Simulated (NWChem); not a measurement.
# PbHOCl, singlet; SMILES [Cl][Pb][OH]

```xyz
4

Pb     0.2382     0.3349     0.0000
Cl    -0.1749    -2.1355     0.0000
O     -1.8294     0.8738     0.0000
H     -1.9199     1.8488     0.0000
```
Atoms are numbered in this order, from 1.

Results from NWChem. Low-valent species are run as closed-shell singlets; no triplet was tried in these runs. Coordinates come from a PBE-D3(BJ)/def2-SVP optimisation. def2 effective core potentials on Pb; no spin-orbit coupling. Hybrids' shares of exact exchange are those that their runs print; pure functionals count as 0. The functionals differ in more than this share.

```csv
row,share of exact exchange,highest occupied level (eV)
PBE/def2-SVP,0.00,-6.25
OLYP/def2-SVP,0.00,-6.08
B3LYP/def2-SVP,0.20,withheld
PBE0/def2-SVP,0.25,-7.53
PW6B95/def2-SVP,0.28,-7.59
MPW1K/def2-SVP,0.43,-8.47
```

Task: Fit a straight line of the last column on the one before it, predict the withheld value, and compare with the run.

Result: 
1. Means of the 5 shown rows: x = 0.192, y = -7.184. Slope Σ(x − x̄)(y − ȳ)/Σ(x − x̄)² = -0.7532/0.1415 = -5.323; intercept -6.162.
2. The shown rows scatter about the line by 0.063 (root mean square); the largest residual is -0.09, at PBE/def2-SVP.
3. At x = 0.20 (B3LYP/def2-SVP; inside the shown range) the line gives -7.23.
4. The run gives -7.26, -0.03 from the line, 0.5 times the scatter.
